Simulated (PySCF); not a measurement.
Computed properties of CH7Cl2NSi2, SMILES Cl[SiH](Cl)NC[SiH3]

CH7Cl2NSi2, SMILES [SiH3]CN[SiH](Cl)Cl. Geometry optimised at B3LYP-D3(BJ)/def2-SVP. This is a generated structure with no PubChem entry under its InChIKey; it may be hypothetical. The values are those of a single conformer. All values are computed for the isolated molecule unless a solvent is named; none is compared with measurement here.

**Structure.** All 33 harmonic modes at B3LYP-D3(BJ)/def2-SVP (PySCF) are real, so it is a minimum. With heavy atoms numbered as in [SiH3:1][CH2:2][NH:3][SiH:4]([Cl:5])[Cl:6], the shortest bond between them is C2–N3 at 1.463 Å and the longest Si4–Cl5 at 2.082 Å.

**Vibrations.** The strongest infrared lines (harmonic, unscaled, degenerate partners summed) lie at 931 cm⁻¹ (224 km/mol, H 89 %, Si 10 %), 863 cm⁻¹ (183 km/mol, H 89 %, Si 9 %), 826 cm⁻¹ (158 km/mol, H 41 %, Si 21 %, C 20 %, N 17 %). The softest mode is at 32 cm⁻¹ and the zero-point energy is 51.3 kcal/mol.

**Electronic structure.** ωB97X/def2-TZVP (PySCF) places the frontier levels at -9.81 and 2.03 eV, a gap of 11.84 eV, and gives a dipole moment of 1.97 D and a mean polarisability of 93.1 bohr³. PBE/def2-TZVP (PySCF) at the same geometry gives -6.08 and -0.85 eV, so its gap is 6.61 eV narrower. An orbital gap is neither the optical nor the fundamental gap.

**Excitations.** TDA-B3LYP/def2-SVPD (PySCF) has S1 at 5.89 eV (210 nm, f = 0.004, weak); the most intense of the 10 singlets computed lies at 7.13 eV (f = 0.09). T1 (TDA) is at 5.76 eV, 0.13 eV under S1. TDA-PBE/def2-SVPD (PySCF) puts S1 at 5.22 eV. No vertical singlet excitation falls in the visible range (under 3.1 eV).

**NMR.** GIAO shifts at PBE0/pcSseg-1 (PySCF) (non-relativistic, atoms alike by connectivity averaged): ¹³C at 26.7 ppm against TMS; ¹H from 1.1 to 5.8 ppm against TMS; ²⁹Si from -61.7 to -2.0 ppm against TMS. Without spin–orbit terms, shifts of atoms bonded to Cl or Br come out too high.

**Solvation.** SMD-M06-2X/def2-SVP (PySCF) gives -0.1 kcal/mol in water, -4.9 kcal/mol in chlorobenzene, -5.0 kcal/mol in acetonitrile (1 M in both phases, gas-phase geometry); of these solvents acetonitrile holds the molecule best.
